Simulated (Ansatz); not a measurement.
`[SiH3][SiH2]O[SiH2]S` and `OBO[SiH2][SiH3]` differ in one atom or group.

Ansatz, PBE0-D4/def2-TZVP geometries, multiplicity 1. Each molecule was computed in one conformer, which needn't be the lowest.

```
                                          property  `[SiH3][SiH2]O[SiH2]S`
             LUMO energy (ωB97M-V/def2-TZVPP) / eV                    1.19
    size of the dipole moment (PBE/def2-TZVPP) / D                    0.65
                 LUMO energy (PBE/def2-TZVPP) / eV                   -1.38
size of the dipole moment (ωB97M-V/def2-TZVPP) / D                    0.64
           HOMO–LUMO gap (ωB97M-V/def2-TZVPP) / eV                   11.19
                LUMO energy (PBE0/def2-TZVPP) / eV                   -0.54
```

(1) Give the same properties after the change, and the shifts. (An estimate is asked.)

Results:

(1) Computed: 
```csv
property,`OBO[SiH2][SiH3]`,shift
LUMO energy (ωB97M-V/def2-TZVPP) / eV,1.45,0.26
size of the dipole moment (PBE/def2-TZVPP) / D,1.22,0.57
LUMO energy (PBE/def2-TZVPP) / eV,-1.17,0.21
size of the dipole moment (ωB97M-V/def2-TZVPP) / D,1.23,0.59
HOMO–LUMO gap (ωB97M-V/def2-TZVPP) / eV,11.68,0.49
LUMO energy (PBE0/def2-TZVPP) / eV,-0.31,0.23
```

With PBE0 the HOMO falls by 0.37 eV and the LUMO rises by 0.23 eV, so the gap widens by about 0.60 eV. PBE moves the HOMO by -0.40 eV and ωB97M-V by -0.23 eV. Dipoles are sizes alone; their direction can turn.
